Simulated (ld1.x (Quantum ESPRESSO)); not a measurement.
germanium: excitation energies, all-electron against TM semilocal

```
Element                 : Ge (Z = 32)
Generator               : ld1.x (Quantum ESPRESSO) 7.5
Type                    : norm-conserving Troullier–Martins (semilocal form)
Functional              : PBE
Relativity              : scalar-relativistic
Frozen core             : [Ar]
Valence charge          : 14
Reference configuration : 3d10 4s2 4p0 (charge +2)
Partial waves           : 4s (bound): rc 1.85 bohr; 3d (bound): rc 1.05 bohr; 4p (bound, empty): rc 2.15 bohr
Local potential         : the p channel
Core correction         : a·sin(br)/r model core, default radius (core density twice the valence density)
```

Energies are relative to the spin-unpolarised reference configuration 3d10 4s2 4p0; without spin polarisation the order of configurations can differ from experiment.

| valence configuration | charge | ΔE all-electron (eV) | error AE − PS (meV) |
| --- | --- | --- | --- |
| 3d10 4s2 4p2 | 0 | -22.883 | +6.4 |
| 3d10 4s2 4p1 | +1 | -15.439 | +2.4 |
| 3d10 4s1 4p0 | +3 | 34.791 | -11 |
| 3d10 4s1 4p2 | +1 | -6.723 | -0.8 |
| 3d9 4s2 4p3 | 0 | 6.744 | -686 |

What are ΔE and the potential's error for 3d10 4s2 4p2.3?

ΔE = -23.767 eV all-electron; the error (AE − PS) is +7.6 meV.

What are ΔE and the potential's error for 3d10 4s1 4p3?

ΔE = -14.911 eV all-electron; the error (AE − PS) is +2.3 meV.

Levels in the configuration 3d10 4s1 4p0:

| level | all-electron (eV) | pseudo (eV) |
| --- | --- | --- |
| 3d | -63.095 | -62.988 |
| 4s | -40.455 | -40.475 |
